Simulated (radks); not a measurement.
Problem. Coherent X-ray form factor from a spherical all-electron density. All-electron calculation, Dirac Kohn-Sham, LDA (Slater exchange, Perdew-Wang correlation), spin-unpolarised, spherical densities, finite nucleus; Fermi nuclear charge, rms radius of each element as measured or else 0.836 A^(1/3) + 0.57 fm. Program: a radial shooting solver on a logarithmic mesh with Libxc functionals.

sin(theta)/lambda (1/angstrom)  f0 (electrons)
0.05                                    14.457
0.1                                     13.143
0.15                                    11.647
0.2                                     10.351
0.25                                     9.355
0.3                                      8.608
0.4                                      7.530
0.5                                      6.646
0.6                                      5.801
0.8                                      4.270
1                                        3.122
1.25                                     2.233
1.5                                      1.754
2                                        1.334

The species is in the configuration that NIST lists as its ground one. Which atom or ion scatters so?

Solution. Neutral phosphorus, [Ne] 3s2 3p3. Extrapolating in s^2 from the first two rows gives f0(0) = 14.9, near the electron count 15; among species with that count, the fall with angle is slower the higher Z, and the table is that of Z = 15; from so few rows the species is fixed only to a neighbour or two.
